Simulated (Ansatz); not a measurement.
Reaction (atomization): `C=[C]([SiH3])[GeH3]` → 2 C• + Ge• + 8 H• + Si•

Calculated with Ansatz (gas phase, PBE0-D4/def2-TZVP geometries, no zero-point term in ΔE). CCSD(T)/CBS is the MP2 limit (def2-TZVPP, def2-QZVPP) plus CCSD(T) − MP2 in def2-TZVPP, frozen cores. This one scheme is used for every species, atoms too. Functionals use def2-TZVPP. B3LYP here is the variant with VWN-RPA as its local correlation; programs differ in this. Open shells (•) are unrestricted, without spin–orbit coupling. Spin–orbit coupling would lower the free atoms: a little for C, Si; clearly for Ge. Bonds to Ge are less sure, by a few kJ/mol each and by 10 to 20 or more in all where they break to atoms, as the def2 sets lack core-valence functions. Scalar relativity is left out up to krypton.

```tsv
level	ΔE (kJ/mol)	difference from CCSD(T)/CBS
r2SCAN-D4	3994.8	-8.1
PBE0-D4	3972.3	-30.6
ωB97M-V	3987.1	-15.8
PBE	3974.2	-28.7
r2SCAN	3988.3	-14.6
PBE0	3949.6	-53.3
B3LYP	3945.3	-57.6
SCS-MP2/def2-TZVPP	3936.4	-66.5
CCSD/def2-TZVPP	3873.7	-129.2
CCSD(T)/def2-TZVPP	3921.6	-81.3
HF/def2-QZVPP	3006.8	-996.1
MP2/def2-QZVPP	3965.4	-37.5
SCS-MP2/def2-QZVPP	3992.7	-10.2
HF/CBS(def2)	3007.4	-995.5
MP2/CBS(def2)	3999.1	-3.8
CCSD/CBS(def2)	3955.0	-47.9
CCSD(T)/CBS	4002.9	0
```

Largest T1 diagnostic among the species: 0.012.

The D4 term adds +43.1 kJ/mol with B3LYP and +22.7 kJ/mol with PBE0; it sums over pairs of atoms, weighted by their polarisabilities, and B3LYP, whose exchange is more repulsive, gets the larger term. From PBE to PBE0 (25 % exact exchange), in def2-TZVPP and without D4, ΔE moves by −24.6 kJ/mol: exact exchange takes away binding that semilocal exchange gives to molecules.

For atomizations the MP2-based limit and the directly extrapolated one differ by several kJ/mol either way, and by 10 to 25 for some Ge, Se and Sn compounds, so smaller differences from it don't rank the levels.
